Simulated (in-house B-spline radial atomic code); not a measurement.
**As5+: [Ar] 3d10**

Level of theory: non-relativistic PBE0, spin-polarised, spherical fractional occupations, point nucleus; calculated with an all-electron radial atomic-structure program (B-spline basis).

Screening seen three ways: the hydrogenic charge with the same mean radius, Z_r = [3n² - l(l+1)]/(2<r>), the one with the same energy, Z_e = n√(-2ε), and Slater's rules. Values are occupation-weighted means over spin.

| shell | electrons | ε (eV) | <r> (bohr) | Z_r | Z_e | Slater |
| --- | --- | --- | --- | --- | --- | --- |
| 1s | 2 | -11666 | 0.04637 | 32.35 | 29.28 | 32.70 |
| 2s | 2 | -1535.8 | 0.2065 | 29.06 | 21.25 | 28.85 |
| 2p | 6 | -1379.3 | 0.1788 | 27.97 | 20.14 | 28.85 |
| 3s | 2 | -259.47 | 0.6074 | 22.23 | 13.10 | 21.75 |
| 3p | 6 | -206.13 | 0.6191 | 20.19 | 11.68 | 21.75 |
| 3d | 10 | -112.26 | 0.657 | 15.98 | 8.62 | 11.85 |

The least bound orbital is 3d at -112.3 eV, and it is also the most diffuse (<r> = 0.657 bohr).

The density falls to 0.001 bohr⁻³ at 2.155 bohr; Σ<r²> = 9.2369 bohr² gives, by the non-relativistic formula and without the paramagnetism of open shells, a Langevin diamagnetic susceptibility of -7.316×10⁻⁶ cm³/mol.
